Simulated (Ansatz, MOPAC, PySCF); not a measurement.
Dissociation curve of MgH, doublet.

Methods: UKS-B3LYP/6-31G* = unrestricted B3LYP/6-31G*, spherical d run with PySCF; UHF/6-31G* = unrestricted Hartree-Fock/6-31G*, spherical d (PySCF); PM3, unrestricted, heats of formation (MOPAC); FCI = Ansatz (a quantum-chemistry and plane-wave program) with full CI/def2-TZVP, frozen core.

Energies relative to the lowest point of each curve near equilibrium, in kcal/mol:

```
R / Å  UKS-B3LYP/6-31G*  UHF/6-31G*   PM3
-----  ----------------  ----------  ----
1.31               31.6        33.0  21.8
1.40               17.6        18.4  13.5
1.57                3.8         3.9   2.4
1.66                0.9         0.8   0.1
1.68                0.5         0.5   0.0
1.74                0.0         0.0   0.4
2.17                8.6        10.1  18.7
2.61               21.0        21.5  29.5
3.47               31.2        26.4  40.5
4.69               32.8        26.3  42.1
5.25               32.9        26.3  42.3
6.94               33.0        26.4  42.3
```

Q: What does FCI give at the same points?

A: 1.31: 30.6; 1.40: 16.7; 1.57: 3.3; 1.66: 0.6; 1.68: 0.3; 1.74: 0.0; 2.17: 9.8; 2.61: 22.5; 3.47: 28.7; 4.69: 28.8; 5.25: 28.8; 6.94: 28.8 (kcal/mol).

The unrestricted determinant behind UHF/6-31G* is spin-contaminated at 2.36 to 3.16 Å (<S²> up to 0.9, against 0.75 for a pure doublet).
